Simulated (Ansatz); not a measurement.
Input for Ansatz (a quantum-chemistry and plane-wave program): R-CCSD(T)/def2-TZVPP on C2H6FIn (SMILES C[CH2][InH][F]), a point of a torsion scan. Elements past Kr take the def2 small-core potentials; no spin–orbit coupling. The run froze 12 orbitals, filled d shells among them.

Ansatz 0.2 input:
```yaml
crystal:
  periodic: [false, false, false]
  atoms:
    - {symbol: C, position_ang: [-0.93219784, 0.18869340, -0.63259541]}
    - {symbol: C, position_ang: [-0.68558811, -0.19581954, 0.81376190]}
    - {symbol: In, position_ang: [1.51098742, -0.61478649, 1.13081298]}
    - {symbol: F, position_ang: [2.07572392, -2.09795032, -0.04720269]}
    - {symbol: H, position_ang: [-0.51298042, -0.56570777, -1.30240076]}
    - {symbol: H, position_ang: [-2.00374332, 0.25407800, -0.82756146]}
    - {symbol: H, position_ang: [-0.48137052, 1.15354360, -0.86893188]}
    - {symbol: H, position_ang: [-0.99608167, 0.58030869, 1.51021751]}
    - {symbol: H, position_ang: [-1.17390091, -1.13815587, 1.06232037]}
    - {symbol: H, position_ang: [2.90657304, -0.15461304, 2.06928278]}
basis:
  gaussian:
    orbitals: def2-TZVPP
magnetization: {spin_polarized: false}
correlation: {method: ccsd_t, electrons: outside_noble_gas}
scf: {lower_state_search: off}
```

The head of its log:

```
WARN ansatz: RAYON_NUM_THREADS=1 ignored (pool sized by the plan → 1); use --threads N
Functional definition: HF
these checks for a lower state are left out or cut short: stability, starts, cluster_reference, orbital_swaps, neighbouring_geometries, increment
integrals: 1.16 GiB planned
1520 factors; integrals over basis functions are off by at most 1.1e-3 eV
mean field: 0.72 GiB planned
mean field evaluation 1: about -10008.0048 eV, gradient 4.6e1 eV
mean field evaluation 2: about -10008.0791 eV, gradient 4.6e1 eV
mean field evaluation 4: about -10012.6687 eV, gradient 3.7e0 eV
mean field evaluation 8: about -10012.7339 eV, gradient 3.4e-1 eV
mean field -10012.73439250 eV, -367.9612020493 hartree, gradient 4.2e-6 eV, S^2 0.000000; 0 other end points of the search recorded, 0 dependent functions left out
12 core orbitals not correlated, not the lowest: weight in the atoms' cores, before any rotation towards them, 0.657 or more for the frozen orbitals, at most 0.438 for the correlated occupied ones
reference -10012.73439250 eV, -367.9612020493 hartree; 12, 12 occupied and 203, 203 virtual orbitals, 1520 factors
```

Task: What total energy does the run end on?

Result: -368.7043 hartree (reference determinant -367.9612, T1 diagnostic 0.013).
